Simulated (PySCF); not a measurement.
Compound: C4H10OSi (charge -1 and doublet state).
Atom-mapped SMILES: `[CH2-:1][C:2]([CH2:3][CH3:4])[O:5][SiH3:6]` (hydrogens: H7, H8 on C1; H9, H10 on C3; H11, H12, H13 on C4; H14, H15, H16 on Si6)

Geometry (GFN2-xTB, Å), atoms numbered from 1 in this order:
```
atom  x, y, z in Å
C1    -0.2302    2.2267   -0.1594
C2     0.0272    0.8905    0.1440
C3    -0.8853    0.0595    0.9853
C4    -1.7138   -0.9438    0.1680
O5     1.1272    0.2665   -0.3438
Si6    2.1640   -0.8987    0.1325
H7    -0.9306    2.7784    0.4536
H8     0.5163    2.8054   -0.6794
H9    -1.5659    0.7083    1.5477
H10   -0.2702   -0.5198    1.6973
H11   -2.3376   -1.5685    0.8134
H12   -1.0460   -1.5882   -0.3993
H13   -2.3562   -0.4126   -0.5329
H14    3.0278   -0.7930   -1.0565
H15    1.3339   -2.0899    0.4740
H16    3.1319   -0.9118    1.2791
```

The hyperfine couplings belong to this conformer and change with its torsions.

Method: PySCF, UKS B3LYP, pcH-1 on C H O Si, non-relativistic, mean-field spin-orbit, GIAO. Whether the extra electron is bound in the gas phase wasn't checked; a finite basis holds it in any case. The geometry wasn't refined by DFT: couplings that depend on bond lengths, twists or pyramidal angles can differ widely from those at the functional's own minimum, by a factor of two or more for some ions and for spin on atoms past the first row. The frame is twisted about the C1–C2 bond at this geometry (dihedral H8–C1–C2–O5 = -8°); couplings at other torsion angles weren't computed. The SCF solution wasn't tested for stability.

Q: Give the principal g shifts and their parts.

A: 
```csv
Δg (ppm),1,2,3
relativistic mass correction,-108,-108,-108
gauge correction,28,8,11
orbital Zeeman/spin–orbit,-139,1198,2419
total,-219,1098,2322
```

So g = 2.00210, 2.00342, 2.00464 and g_iso = 2.00339; the tensor is rhombic: the two nearest values differ by 48 % of g3 − g1. Axes: g2 points within 14° of the C1–H8 bond.

Q: Average each term over the three axes. Which is largest in size?

A: The orbital-Zeeman/spin–orbit term 1159, the mass correction -108 and the gauge correction 16 ppm, for a total of 1067 ppm. The orbital-Zeeman/spin–orbit term is the largest in size. The mass correction is the same along every axis, so the anisotropy comes from the other two: their spans along these axes are 19 (gauge) and 2558 ppm (orbital Zeeman/spin–orbit).

Q: At 9.354 GHz, how far is the centre of the isotropic spectrum from where a free electron (g = 2.002319) resonates?

A: B = hν/(g μB) with μB/h = 13.99624 MHz/mT gives 333.77 mT for the free electron and 333.60 mT at g_iso, 0.18 mT lower.

Q: In a frozen sample, at which fields do the three g values resonate at 9.5, 34, 94 and 263 GHz (hyperfine left aside), and which band first spreads them over more than twice a line width of 0.3 mT?

A: 
```json
{"band": "X", "GHz": "9.5", "B(g3) mT": "338.59", "B(g2) mT": "338.80", "B(g1) mT": "339.02", "spread mT": "0.43"}
{"band": "Q", "GHz": "34.0", "B(g3) mT": "1211.80", "B(g2) mT": "1212.54", "B(g1) mT": "1213.34", "spread mT": "1.54"}
{"band": "W", "GHz": "94.0", "B(g3) mT": "3350.27", "B(g2) mT": "3352.31", "B(g1) mT": "3354.52", "spread mT": "4.25"}
{"band": "J", "GHz": "263.0", "B(g3) mT": "9373.62", "B(g2) mT": "9379.35", "B(g1) mT": "9385.52", "spread mT": "11.90"}
```

The spread grows in proportion to the frequency. Q band is the first where it exceeds 0.6 mT.

The Mulliken spin populations are largest on Si6 (+0.65), C1 (+0.20), C2 (+0.08) and H10 (+0.06).

The HOMO–LUMO gaps are 1.76 eV among the α and 5.65 eV among the β orbitals.

The SMILES draws the unpaired electron on C2; the largest computed Mulliken spin population is on Si6 (0.65 against 0.08).
